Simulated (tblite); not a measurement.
Record of a relaxation.

Compound: C₅H₁₁PS.
Numbering: `[CH3:1]/[CH:2]=[CH:3]/[P:4]([CH3:5])([CH3:6])=[S:7]` (hydrogens: H8, H9, H10 on C1; H11 on C2; H12 on C3; H13, H14, H15 on C5; H16, H17, H18 on C6)

Computed with GFN2-xTB (tblite), gas phase: L-BFGS steps from a force-field or distance-geometry start until the largest atomic force falls under 0.01 eV/Å. 5 of its 119 geometries are shown.

Step 0: E = -600.6799 eV, largest atomic force 1.726 eV/Å
```
atom  x, y, z in Å  |  force x, y, z in eV/Å
C1      2.975   -0.141   -0.638   -0.510   0.039   0.004
C2      1.557    0.373   -0.647    0.044  -0.593   0.923
C3      0.638    0.011    0.265    1.553   0.173  -0.733
P4     -1.024    0.639    0.244   -0.626   0.578   0.339
C5     -1.791   -0.368   -1.034   -0.590  -0.282  -1.208
C6     -1.721   -0.114    1.743   -0.052  -0.389   0.791
S7     -1.377    2.546    0.093    0.211  -0.053  -0.070
H8      3.159   -0.836    0.186   -0.172   0.113  -0.128
H9      3.183   -0.653   -1.580    0.050   0.123   0.066
H10     3.661    0.697   -0.530    0.021   0.016  -0.121
H11     1.305    1.079   -1.424   -0.033   0.075  -0.029
H12     0.899   -0.689    1.047   -0.002   0.020   0.068
H13    -2.877   -0.205   -1.043    0.249   0.105  -0.016
H14    -1.386   -0.097   -2.026   -0.188  -0.009   0.400
H15    -1.608   -1.423   -0.872    0.107  -0.197   0.078
H16    -1.558   -1.194    1.765    0.008   0.062  -0.111
H17    -2.792    0.074    1.800    0.001   0.127  -0.070
H18    -1.250    0.307    2.639   -0.070   0.093  -0.182
```

Step 30: E = -600.8005 eV, largest atomic force 0.064 eV/Å
```
atom  x, y, z in Å  |  force x, y, z in eV/Å
C1      2.989   -0.095   -0.649    0.011  -0.007   0.013
C2      1.573    0.346   -0.583   -0.009   0.024  -0.013
C3      0.681   -0.073    0.303   -0.008  -0.006   0.004
P4     -1.021    0.558    0.247   -0.017   0.010   0.007
C5     -1.836   -0.403   -1.093   -0.016  -0.013   0.001
C6     -1.750   -0.112    1.794   -0.005  -0.006   0.006
S7     -1.207    2.476    0.013    0.028   0.013   0.009
H8      3.218   -0.794    0.150    0.029  -0.035   0.029
H9      3.187   -0.573   -1.608    0.000   0.000  -0.021
H10     3.652    0.766   -0.572    0.012   0.029   0.001
H11     1.261    1.072   -1.324    0.004   0.039  -0.050
H12     0.936   -0.768    1.091   -0.009  -0.031  -0.006
H13    -2.899   -0.167   -1.073   -0.008   0.002  -0.011
H14    -1.421   -0.070   -2.044   -0.004  -0.012   0.020
H15    -1.686   -1.473   -0.976    0.012  -0.014   0.017
H16    -1.616   -1.190    1.857   -0.010  -0.008  -0.004
H17    -2.811    0.134    1.815    0.000   0.009   0.001
H18    -1.259    0.373    2.638   -0.011   0.005  -0.004
```

Step 59: E = -600.8156 eV, largest atomic force 0.120 eV/Å
```
atom  x, y, z in Å  |  force x, y, z in eV/Å
C1      3.031   -0.041   -0.633    0.020   0.013   0.006
C2      1.625    0.427   -0.510    0.085   0.011  -0.029
C3      0.680   -0.156    0.215   -0.011   0.033   0.038
P4     -1.007    0.520    0.210    0.096   0.005  -0.071
C5     -1.904   -0.488   -1.040   -0.024   0.009  -0.050
C6     -1.752   -0.061    1.783    0.034   0.049  -0.020
S7     -1.131    2.429   -0.118    0.001  -0.030   0.015
H8      3.257   -0.837    0.070   -0.027  -0.056   0.032
H9      3.207   -0.406   -1.644   -0.012  -0.016  -0.036
H10     3.717    0.786   -0.469    0.016   0.051   0.035
H11     1.381    1.318   -1.075   -0.082   0.017  -0.013
H12     0.887   -1.025    0.825   -0.066  -0.053  -0.014
H13    -2.940   -0.155   -1.035   -0.067   0.014  -0.037
H14    -1.474   -0.284   -2.019    0.007   0.025  -0.026
H15    -1.859   -1.554   -0.836    0.055  -0.038   0.058
H16    -1.709   -1.145    1.857   -0.006  -0.004   0.043
H17    -2.787    0.278    1.786   -0.050  -0.031   0.045
H18    -1.232    0.400    2.620    0.031   0.001   0.025
```

Step 88: E = -600.8442 eV, largest atomic force 0.058 eV/Å
```
atom  x, y, z in Å  |  force x, y, z in eV/Å
C1      3.040   -0.007   -0.563    0.011  -0.008   0.009
C2      1.647    0.485   -0.406   -0.012  -0.030   0.036
C3      0.626   -0.229    0.050    0.018  -0.023   0.000
P4     -1.034    0.497    0.115   -0.006  -0.029  -0.022
C5     -1.990   -0.584   -1.033   -0.013   0.009  -0.008
C6     -1.657    0.034    1.782    0.001  -0.005   0.014
S7     -1.142    2.390   -0.290    0.001  -0.023  -0.008
H8      3.176   -0.968   -0.070    0.013   0.020  -0.042
H9      3.267   -0.119   -1.625   -0.003  -0.001   0.024
H10     3.749    0.713   -0.157   -0.042  -0.016   0.019
H11     1.452    1.510   -0.698    0.030   0.035  -0.036
H12     0.725   -1.261    0.365    0.019   0.029  -0.003
H13    -3.022   -0.239   -1.064    0.008   0.018   0.013
H14    -1.549   -0.470   -2.023   -0.038   0.004  -0.012
H15    -1.957   -1.630   -0.735    0.030   0.029   0.031
H16    -1.616   -1.042    1.935   -0.014  -0.002   0.003
H17    -2.682    0.390    1.877   -0.006  -0.021  -0.012
H18    -1.043    0.538    2.528    0.005   0.014  -0.007
```

Step 118: E = -600.8570 eV, largest atomic force 0.009 eV/Å
```
atom  x, y, z in Å  |  force x, y, z in eV/Å
C1      3.062   -0.003   -0.509    0.002  -0.001   0.001
C2      1.660    0.478   -0.403   -0.001   0.006  -0.001
C3      0.618   -0.259   -0.041    0.002  -0.002   0.003
P4     -1.034    0.481    0.049   -0.004  -0.007   0.005
C5     -2.070   -0.614   -1.006    0.001  -0.003   0.001
C6     -1.600    0.074    1.753   -0.004   0.002   0.000
S7     -1.135    2.363   -0.405    0.000   0.001  -0.001
H8      3.146   -1.054   -0.243   -0.007  -0.005  -0.003
H9      3.422    0.139   -1.527    0.008   0.002   0.002
H10     3.703    0.584    0.149   -0.001   0.003  -0.008
H11     1.489    1.522   -0.646    0.003  -0.007   0.005
H12     0.707   -1.306    0.217    0.001   0.006  -0.003
H13    -3.107   -0.293   -0.915   -0.003   0.000  -0.002
H14    -1.753   -0.489   -2.041   -0.001  -0.001   0.000
H15    -1.976   -1.657   -0.712    0.005   0.004  -0.001
H16    -1.494   -0.988    1.964   -0.001   0.003  -0.002
H17    -2.643    0.372    1.848    0.000   0.002   0.002
H18    -1.003    0.654    2.456   -0.001  -0.001   0.000
```

Problem. Summarise the path.

Solution. The energy falls by 4.09 kcal/mol from step 0 to step 118; nine tenths of that is first reached at step 79. It falls at every step. The largest force goes from 1.726 to 0.009 eV/Å. Among the bonds P4–C5 changes most, from 1.799 to 1.841 Å; the atoms move by 0.538 Å rms after alignment.

Run on an Arm Neoverse V1 with one thread, shared host.
